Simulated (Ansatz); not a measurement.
Nudged elastic band run: Cl$_{3}$H$_{3}$OSi

The input (input.yaml):

```yaml
crystal:
  periodic: [false, false, false]
  atoms:
    - { symbol: Si, position_ang: [-0.300484, 0.426229, -0.261691] }
    - { symbol: O, position_ang: [0.029689, -0.022759, 1.282823] }
    - { symbol: H, position_ang: [-0.712915, -0.208308, 1.872823] }
    - { symbol: Cl, position_ang: [1.498102, 0.725055, -1.176921] }
    - { symbol: Cl, position_ang: [-1.409333, 2.156508, -0.303909] }
    - { symbol: Cl, position_ang: [-1.358027, -1.034173, -1.247242] }
    - { symbol: H, position_ang: [1.631432, -2.739057, 2.188291] }
    - { symbol: H, position_ang: [1.352737, -2.072896, 1.944427] }
basis:
  gaussian: { orbitals: def2-SVP }
hamiltonian:
  xc: b3lyp
  dispersion: d4
neb:
  order_check: false
  images: 7
  f_tol: 0.03
  max_iterations: 60
  spring: 20.0
  final_atoms:
    - { symbol: Si, position_ang: [0.62498109, 0.02123775, -0.34720102] }
    - { symbol: O, position_ang: [-0.25263398, -1.0790935, 2.28010612] }
    - { symbol: H, position_ang: [-0.8407621, -0.33358917, 2.46769132] }
    - { symbol: Cl, position_ang: [1.46322041, 0.73630052, -2.09345114] }
    - { symbol: Cl, position_ang: [-0.49709838, 1.56433373, 0.45191874] }
    - { symbol: Cl, position_ang: [-0.6355103, -1.53000241, -0.88247151] }
    - { symbol: H, position_ang: [1.70782673, -0.41164275, 0.5423456] }
    - { symbol: H, position_ang: [-0.83882247, -1.73694518, 1.87966289] }
  initial_path:
    images:
      - { positions_ang: [[-0.300484, 0.426229, -0.261691], [0.029689, -0.022759, 1.282823], [-0.712915, -0.208308, 1.872823], [1.498102, 0.725055, -1.176921], [-1.409333, 2.156508, -0.303909], [-1.358027, -1.034173, -1.247242], [1.631432, -2.739057, 2.188291], [1.352737, -2.072896, 1.944427]] }
      - { positions_ang: [[-0.23182715, 0.33277865, -0.18549768], [0.03949312, -0.05583014, 1.47717419], [-0.74047467, -0.27524231, 2.00670904], [1.61043565, 0.57868188, -1.07131016], [-1.32336429, 2.07902069, -0.3372732], [-1.28269095, -1.17846617, -1.1337907], [1.45386605, -2.40058193, 1.74353535], [1.20576324, -1.84976167, 1.79905415]] }
      - { positions_ang: [[-0.1631703, 0.2393283, -0.10930435], [0.04929724, -0.08890128, 1.67152538], [-0.76803433, -0.34217663, 2.14059508], [1.72276931, 0.43230877, -0.96569931], [-1.23739558, 2.00153337, -0.37063741], [-1.20735491, -1.32275933, -1.02033941], [1.27630011, -2.06210686, 1.29877971], [1.05878947, -1.62662734, 1.65368131]] }
      - { positions_ang: [[-0.09451346, 0.14587795, -0.03311103], [0.05910136, -0.12197242, 1.86587658], [-0.795594, -0.40911094, 2.27448112], [1.83510296, 0.28593565, -0.86008847], [-1.15142687, 1.92404606, -0.40400161], [-1.13201886, -1.4670525, -0.90688811], [1.09873416, -1.7236318, 0.85402406], [0.91181571, -1.403493, 1.50830846]] }
      - { positions_ang: [[-0.02585661, 0.0524276, 0.04308229], [0.06890547, -0.15504356, 2.06022777], [-0.82315366, -0.47604525, 2.40836716], [1.94743661, 0.13956253, -0.75447763], [-1.06545816, 1.84655874, -0.43736581], [-1.05668282, -1.61134566, -0.79343681], [0.92116821, -1.38515673, 0.40926841], [0.76484194, -1.18035867, 1.36293562]] }
      - { positions_ang: [[0.13685282, 0.04463013, -0.05448853], [-0.01147939, -0.38605605, 2.11519736], [-0.82755577, -0.44043123, 2.4231982], [1.82638256, 0.28874703, -1.08922101], [-0.92336821, 1.77600249, -0.21504467], [-0.95138969, -1.59100985, -0.81569549], [1.11783284, -1.14177823, 0.44253771], [0.36392584, -1.3195053, 1.49211744]] }
      - { positions_ang: [[0.29956224, 0.03683267, -0.15205936], [-0.09186425, -0.61706853, 2.17016694], [-0.83195788, -0.40481721, 2.43802924], [1.70532851, 0.43793153, -1.42396438], [-0.78127827, 1.70544624, 0.00727646], [-0.84609656, -1.57067404, -0.83795416], [1.31449747, -0.89839974, 0.47580701], [-0.03699026, -1.45865193, 1.62129926]] }
      - { positions_ang: [[0.46227167, 0.02903521, -0.24963019], [-0.17224911, -0.84808102, 2.22513653], [-0.83635999, -0.36920319, 2.45286028], [1.58427446, 0.58711603, -1.75870776], [-0.63918832, 1.63488999, 0.2295976], [-0.74080343, -1.55033822, -0.86021284], [1.5111621, -0.65502124, 0.50907631], [-0.43790636, -1.59779855, 1.75048107]] }
      - { positions_ang: [[0.62498109, 0.02123775, -0.34720102], [-0.25263398, -1.0790935, 2.28010612], [-0.8407621, -0.33358917, 2.46769132], [1.46322041, 0.73630052, -2.09345114], [-0.49709838, 1.56433373, 0.45191874], [-0.6355103, -1.53000241, -0.88247151], [1.70782673, -0.41164275, 0.5423456], [-0.83882247, -1.73694518, 1.87966289]] }
```

Launched with:

```bash
$ ansatz run input.yaml --threads 2 --pin off --max-ram 3072MiB --backend cpu --events-out ev --progress --plain --runs-dir out
```

Output, in part (warnings, iteration lines, the closing report on the highest movable image, with atoms numbered from 0):

```
NEB end point (image 0): max|allowed force component| = 2.185e-2 eV/Å (the criterion of neb.relax_end_points is 1.000e-2)
NEB end point (image 8): max|allowed force component| = 6.350e-3 eV/Å (the criterion of neb.relax_end_points is 1.000e-2)
NEB iter   1: max|band force component| = 1.273e1 eV/Å  barrier→ = 3.8826 eV  barrier← = 3.2438 eV  Δτ_max = 0.2000 Å  (219 SCF iters)
NEB iter   2: max|band force component| = 2.486e0 eV/Å  barrier→ = 2.3689 eV  barrier← = 1.7302 eV  Δτ_max = 0.1998 Å  (195 SCF iters)
NEB iter   3: max|band force component| = 1.927e0 eV/Å  barrier→ = 2.0793 eV  barrier← = 1.4406 eV  Δτ_max = 0.1956 Å  (182 SCF iters)
NEB iter   4: max|band force component| = 8.623e-1 eV/Å  barrier→ = 2.0395 eV  barrier← = 1.4008 eV  Δτ_max = 0.2000 Å  (180 SCF iters)
NEB iter   5: max|band force component| = 1.761e0 eV/Å  barrier→ = 1.7599 eV  barrier← = 1.1211 eV  Δτ_max = 0.1002 Å  (174 SCF iters)
NEB iter   6: max|band force component| = 5.655e-1 eV/Å  barrier→ = 1.9649 eV  barrier← = 1.3262 eV  Δτ_max = 0.0633 Å  (168 SCF iters)
NEB iter   7: max|band force component| = 1.159e0 eV/Å  barrier→ = 1.9215 eV  barrier← = 1.2828 eV  CI = image 4  Δτ_max = 0.2000 Å  (161 SCF iters)
NEB iter   8: max|band force component| = 5.361e-1 eV/Å  barrier→ = 2.4123 eV  barrier← = 1.7736 eV  CI = image 4  Δτ_max = 0.1844 Å  (170 SCF iters)
NEB iter   9: max|band force component| = 7.313e-1 eV/Å  barrier→ = 2.4505 eV  barrier← = 1.8118 eV  CI = image 4  Δτ_max = 0.0935 Å  (169 SCF iters)
NEB iter  10: max|band force component| = 4.945e-1 eV/Å  barrier→ = 2.3836 eV  barrier← = 1.7448 eV  CI = image 4  Δτ_max = 0.0429 Å  (163 SCF iters)
NEB iter  11: max|band force component| = 2.229e-1 eV/Å  barrier→ = 2.3675 eV  barrier← = 1.7287 eV  CI = image 4  Δτ_max = 0.0353 Å  (158 SCF iters)
NEB iter  12: max|band force component| = 1.586e-1 eV/Å  barrier→ = 2.3573 eV  barrier← = 1.7186 eV  CI = image 4  Δτ_max = 0.0933 Å  (159 SCF iters)
NEB iter  13: max|band force component| = 1.343e-1 eV/Å  barrier→ = 2.3386 eV  barrier← = 1.6998 eV  CI = image 4  Δτ_max = 0.0465 Å  (162 SCF iters)
NEB iter  14: max|band force component| = 1.651e-1 eV/Å  barrier→ = 2.3305 eV  barrier← = 1.6918 eV  CI = image 4  Δτ_max = 0.0232 Å  (155 SCF iters)
NEB iter  15: max|band force component| = 1.567e-1 eV/Å  barrier→ = 2.3263 eV  barrier← = 1.6876 eV  CI = image 4  Δτ_max = 0.0232 Å  (154 SCF iters)
NEB iter  16: max|band force component| = 1.393e-1 eV/Å  barrier→ = 2.3222 eV  barrier← = 1.6835 eV  CI = image 4  Δτ_max = 0.0465 Å  (155 SCF iters)
NEB iter  17: max|band force component| = 1.018e-1 eV/Å  barrier→ = 2.3146 eV  barrier← = 1.6758 eV  CI = image 4  Δτ_max = 0.0465 Å  (160 SCF iters)
NEB iter  18: max|band force component| = 7.210e-2 eV/Å  barrier→ = 2.3083 eV  barrier← = 1.6696 eV  CI = image 4  Δτ_max = 0.0465 Å  (160 SCF iters)
NEB iter  19: max|band force component| = 7.801e-2 eV/Å  barrier→ = 2.3034 eV  barrier← = 1.6646 eV  CI = image 4  Δτ_max = 0.0465 Å  (160 SCF iters)
NEB iter  20: max|band force component| = 7.611e-2 eV/Å  barrier→ = 2.2999 eV  barrier← = 1.6611 eV  CI = image 4  Δτ_max = 0.0465 Å  (159 SCF iters)
NEB iter  21: max|band force component| = 6.088e-2 eV/Å  barrier→ = 2.2979 eV  barrier← = 1.6592 eV  CI = image 4  Δτ_max = 0.0463 Å  (160 SCF iters)
NEB iter  22: max|band force component| = 7.803e-2 eV/Å  barrier→ = 2.2973 eV  barrier← = 1.6585 eV  CI = image 4  Δτ_max = 0.0232 Å  (160 SCF iters)
NEB iter  23: max|band force component| = 6.737e-2 eV/Å  barrier→ = 2.2970 eV  barrier← = 1.6583 eV  CI = image 4  Δτ_max = 0.0232 Å  (159 SCF iters)
NEB iter  24: max|band force component| = 7.144e-2 eV/Å  barrier→ = 2.2969 eV  barrier← = 1.6582 eV  CI = image 4  Δτ_max = 0.0232 Å  (154 SCF iters)
NEB iter  25: max|band force component| = 6.083e-2 eV/Å  barrier→ = 2.2969 eV  barrier← = 1.6582 eV  CI = image 4  Δτ_max = 0.0232 Å  (155 SCF iters)
NEB iter  26: max|band force component| = 8.184e-2 eV/Å  barrier→ = 2.2969 eV  barrier← = 1.6581 eV  CI = image 4  Δτ_max = 0.0232 Å  (155 SCF iters)
NEB iter  27: max|band force component| = 6.936e-2 eV/Å  barrier→ = 2.2968 eV  barrier← = 1.6581 eV  CI = image 4  Δτ_max = 0.0463 Å  (147 SCF iters)
NEB iter  28: max|band force component| = 7.987e-2 eV/Å  barrier→ = 2.2968 eV  barrier← = 1.6581 eV  CI = image 4  Δτ_max = 0.0463 Å  (142 SCF iters)
NEB iter  29: max|band force component| = 7.762e-2 eV/Å  barrier→ = 2.2967 eV  barrier← = 1.6580 eV  CI = image 4  Δτ_max = 0.0463 Å  (147 SCF iters)
NEB iter  30: max|band force component| = 8.844e-2 eV/Å  barrier→ = 2.2967 eV  barrier← = 1.6580 eV  CI = image 4  Δτ_max = 0.0231 Å  (144 SCF iters)
NEB iter  31: max|band force component| = 8.224e-2 eV/Å  barrier→ = 2.2967 eV  barrier← = 1.6579 eV  CI = image 4  Δτ_max = 0.0232 Å  (146 SCF iters)
NEB iter  32: max|band force component| = 7.604e-2 eV/Å  barrier→ = 2.2967 eV  barrier← = 1.6579 eV  CI = image 4  Δτ_max = 0.0231 Å  (150 SCF iters)
NEB iter  33: max|band force component| = 6.734e-2 eV/Å  barrier→ = 2.2966 eV  barrier← = 1.6579 eV  CI = image 4  Δτ_max = 0.0462 Å  (143 SCF iters)
NEB iter  34: max|band force component| = 5.084e-2 eV/Å  barrier→ = 2.2966 eV  barrier← = 1.6579 eV  CI = image 4  Δτ_max = 0.0906 Å  (140 SCF iters)
NEB iter  35: max|band force component| = 8.529e-2 eV/Å  barrier→ = 2.2966 eV  barrier← = 1.6579 eV  CI = image 4  Δτ_max = 0.0461 Å  (145 SCF iters)
NEB iter  36: max|band force component| = 4.538e-2 eV/Å  barrier→ = 2.2966 eV  barrier← = 1.6579 eV  CI = image 4  Δτ_max = 0.0471 Å  (137 SCF iters)
NEB iter  37: max|band force component| = 4.482e-2 eV/Å  barrier→ = 2.2966 eV  barrier← = 1.6579 eV  CI = image 4  Δτ_max = 0.0471 Å  (139 SCF iters)
NEB iter  38: max|band force component| = 4.401e-2 eV/Å  barrier→ = 2.2966 eV  barrier← = 1.6579 eV  CI = image 4  Δτ_max = 0.0234 Å  (136 SCF iters)
NEB iter  39: max|band force component| = 4.527e-2 eV/Å  barrier→ = 2.2966 eV  barrier← = 1.6579 eV  CI = image 4  Δτ_max = 0.0233 Å  (135 SCF iters)
NEB iter  40: max|band force component| = 4.253e-2 eV/Å  barrier→ = 2.2966 eV  barrier← = 1.6579 eV  CI = image 4  Δτ_max = 0.0233 Å  (134 SCF iters)
NEB iter  41: max|band force component| = 3.957e-2 eV/Å  barrier→ = 2.2966 eV  barrier← = 1.6579 eV  CI = image 4  Δτ_max = 0.0233 Å  (134 SCF iters)
NEB iter  42: max|band force component| = 3.668e-2 eV/Å  barrier→ = 2.2966 eV  barrier← = 1.6579 eV  CI = image 4  Δτ_max = 0.0232 Å  (135 SCF iters)
NEB iter  43: max|band force component| = 2.066e-2 eV/Å  barrier→ = 2.2966 eV  barrier← = 1.6579 eV  CI = image 4  Δτ_max = 0.0000 Å  (303 SCF iters)
Total energy: -47529.96306213 eV, -1746.6939255672 hartree
Atom 0 at     0.130775    -0.228661     0.000596 Å, force     0.000091     0.000146    -0.000270 eV/Å
Atom 1 at     0.040183    -0.246955     1.823033 Å, force     0.000034    -0.000860    -0.000152 eV/Å
Atom 2 at    -0.693264     0.057085     2.388941 Å, force     0.000189     0.000290     0.000121 eV/Å
Atom 3 at     1.851947     0.468574    -0.914545 Å, force    -0.000017    -0.000133     0.000140 eV/Å
Atom 4 at    -1.070277     1.509861    -0.086145 Å, force    -0.000212    -0.000052     0.000044 eV/Å
Atom 5 at    -1.076015    -1.524095    -1.085019 Å, force     0.000048     0.000088    -0.000062 eV/Å
Atom 6 at     0.981783    -1.567987     0.596016 Å, force     0.000028    -0.000133    -0.000001 eV/Å
Atom 7 at     0.566069    -1.237223     1.575723 Å, force    -0.000160     0.000654     0.000181 eV/Å
Dipole moment:    -0.094855    -0.212394     0.756422 e Å
```

It converged. Neighbouring images differ by up to 1.7 eV, so the band resolves the path poorly. Another band between the same ends (7 images) ends at a top of the same energy, where a vibrational analysis finds 1 clearly imaginary mode. The orbitals stay closed-shell, which can raise the energy where a bond breaks towards radicals; this wasn't checked here.

Final band (atoms are numbered from 1 in the order of the input):

```json
{"image": "0", "path coordinate (Å)": "0.00", "energy (eV)": "0.00", "Si1–O2 (Å)": "1.64", "H7–H8 (Å)": "0.76", "Si1–H7 (Å)": "4.44"}
{"image": "1", "path coordinate (Å)": "0.91", "energy (eV)": "0.00", "Si1–O2 (Å)": "1.64", "H7–H8 (Å)": "0.76", "Si1–H7 (Å)": "4.00"}
{"image": "2", "path coordinate (Å)": "1.83", "energy (eV)": "0.04", "Si1–O2 (Å)": "1.64", "H7–H8 (Å)": "0.76", "Si1–H7 (Å)": "3.27"}
{"image": "3", "path coordinate (Å)": "2.74", "energy (eV)": "0.56", "Si1–O2 (Å)": "1.66", "H7–H8 (Å)": "0.76", "Si1–H7 (Å)": "2.41"}
{"image": "4", "path coordinate (Å)": "3.66", "energy (eV)": "2.30", "Si1–O2 (Å)": "1.82", "H7–H8 (Å)": "1.11", "Si1–H7 (Å)": "1.69"}
{"image": "5", "path coordinate (Å)": "4.81", "energy (eV)": "1.28", "Si1–O2 (Å)": "2.64", "H7–H8 (Å)": "1.82", "Si1–H7 (Å)": "1.48"}
{"image": "6", "path coordinate (Å)": "5.97", "energy (eV)": "0.82", "Si1–O2 (Å)": "3.36", "H7–H8 (Å)": "2.50", "Si1–H7 (Å)": "1.47"}
{"image": "7", "path coordinate (Å)": "7.12", "energy (eV)": "0.73", "Si1–O2 (Å)": "3.22", "H7–H8 (Å)": "3.11", "Si1–H7 (Å)": "1.46"}
{"image": "8", "path coordinate (Å)": "8.28", "energy (eV)": "0.64", "Si1–O2 (Å)": "2.98", "H7–H8 (Å)": "3.17", "Si1–H7 (Å)": "1.47"}
```

The run took 9.2 min on 2 threads of Arm Neoverse V2 (shared host), peak memory 0.24 GiB.
